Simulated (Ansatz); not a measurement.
The same molecule with X = F, Cl, Br. Ansatz, PBE0-D4/def2-TZVP geometries, multiplicity 1. Each molecule was computed in one conformer, which needn't be the lowest.

Scalar relativity is left out up to krypton.

```json
{"X": "F", "molecule": "`NB(N)F`", "mean X–B bond length / Å": "1.350", "LUMO energy (B3LYP/def2-TZVPP) / eV": "0.41", "HOMO energy (PBE/def2-TZVPP) / eV": "-5.69", "LUMO energy (PBE/def2-TZVPP) / eV": "0.00"}
{"X": "Cl", "molecule": "`NB(N)Cl`", "mean X–B bond length / Å": "1.790", "LUMO energy (B3LYP/def2-TZVPP) / eV": "0.37", "HOMO energy (PBE/def2-TZVPP) / eV": "-5.90", "LUMO energy (PBE/def2-TZVPP) / eV": "-0.05"}
```

(1) Give the row for X = Br, `NB(N)Br`. (An estimate is asked.)

Results:

(1) Ansatz gave: 
```
 X   molecule  mean X–B bond length / Å  LUMO energy (B3LYP/def2-TZVPP) / eV  HOMO energy (PBE/def2-TZVPP) / eV  LUMO energy (PBE/def2-TZVPP) / eV
Br  `NB(N)Br`                     1.955                                 0.31                              -6.00                              -0.12
```

From F to Br the mean X–B bond length rises at each step, by 0.605 Å in all; the LUMO energy (B3LYP/def2-TZVPP) falls at each step, by 0.10 eV in all; the HOMO energy (PBE/def2-TZVPP) falls at each step, by 0.31 eV in all; the LUMO energy (PBE/def2-TZVPP) falls at each step, by 0.12 eV in all. Bonds lengthen as the atom grows down the group.

B3LYP here is the variant with VWN-RPA as its local correlation; programs differ in this.

Spin–orbit coupling is left out; it splits and shifts lone-pair levels of the heavy atoms by tenths of an eV.
